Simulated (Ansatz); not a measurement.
C$_{2}$H$_{6}$FNOSi, SMILES `C=NC(F)O[SiH3]` at its PBE0-D4/def2-TZVP geometry, where that method's forces vanish. Charge 0, multiplicity 1.

```xyz
12

C     0.4200    1.2438    1.5805
N     0.6222    0.5553    0.5467
C    -0.0658    0.8744   -0.6663
F    -1.1056    1.7550   -0.4765
O    -0.5758   -0.2608   -1.2271
Si   -0.2094   -1.8014   -0.7084
H     0.9443    0.9723    2.4954
H    -0.2593    2.0985    1.6089
H     0.6326    1.3684   -1.3529
H    -0.9878   -2.6534   -1.6378
H    -0.6521   -2.0556    0.6840
H     1.2368   -2.0967   -0.8465
```

What forces (eV/Å) does B3LYP-D4/def2-TZVPP give on these atoms in the Gaussian-basis code of Ansatz? (Estimate.)

Ansatz gave: 
```
C1   0.005  0.096  0.237
N2   0.121 -0.033  0.093
C3   0.355  0.070 -0.239
F4  -0.334  0.296  0.041
O5  -0.093 -0.170 -0.121
Si6 -0.002 -0.280  0.002
H7  -0.044  0.033 -0.052
H8   0.057 -0.061  0.018
H9  -0.049 -0.026  0.044
H10  0.051  0.046  0.064
H11  0.032  0.013 -0.097
H12 -0.099  0.016  0.011
```

B3LYP here is the variant with VWN-RPA as its local correlation; programs differ in this.
